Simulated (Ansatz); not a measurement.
C$_{2}$H$_{5}$O, charge -1, singlet, geometry from GFN2-xTB (a gas-phase anion, which may not be bound at this level), with bond 3-2 at 2.4 times its length; CASSCF(2,4)/6-31G run with Ansatz (a first-principles code).

Ansatz was given this input:
Ansatz 0.2 input:
```yaml
crystal:
  periodic: [false, false, false]
  atoms:
    - {symbol: C, position_ang: [1.14079889, -0.41047783, -0.00910137]}
    - {symbol: C, position_ang: [-0.15104036, 0.49608328, -0.00011144]}
    - {symbol: O, position_ang: [-2.87492295, -1.00137536, 0.02900344]}
    - {symbol: H, position_ang: [0.01912236, 1.20779716, 0.90182864]}
    - {symbol: H, position_ang: [0.00273178, 1.20239996, -0.90920924]}
    - {symbol: H, position_ang: [2.05088849, 0.19671438, -0.01914757]}
    - {symbol: H, position_ang: [1.14631297, -1.04620846, 0.87611273]}
    - {symbol: H, position_ang: [1.13032475, -1.05147317, -0.89046572]}
basis:
  gaussian:
    orbitals: 6-31G
hamiltonian:
  xc: hf
total_charge: -1
magnetization: {spin_polarized: false}
correlation: {active_space: {window: {electrons: 2, orbitals: 4}}}
```

Output, abridged:

```
Functional definition: HF
489 factors; integrals over basis functions are off by at most 2.1e-4 eV
mean field evaluation 1: about -4149.3901 eV, gradient 5.7e1 eV
mean field evaluation 2: about -4149.3903 eV, gradient 5.7e1 eV
mean field evaluation 4: about -4153.1735 eV, gradient 4.8e1 eV
mean field evaluation 8: about -4167.5484 eV, gradient 6.7e0 eV
mean field evaluation 16: about -4167.6582 eV, gradient 2.3e-4 eV
mean field evaluation 32: about -4166.3506 eV, gradient 7.3e-2 eV
mean field evaluation 64: about -4167.6564 eV, gradient 1.9e-1 eV
mean field -4167.65821680 eV, -153.1586145273 hartree, gradient 7.8e-6 eV, S^2 0.000000; 8 other end points of the search recorded, 0 dependent functions left out
reference -4167.65821680 eV, -153.1586145273 hartree; 13, 13 occupied and 24, 24 virtual orbitals, 489 factors
state -4170.11724714 eV, -153.2489822254 hartree
Total energy: -4170.11724714 eV, -153.2489822254 hartree
```
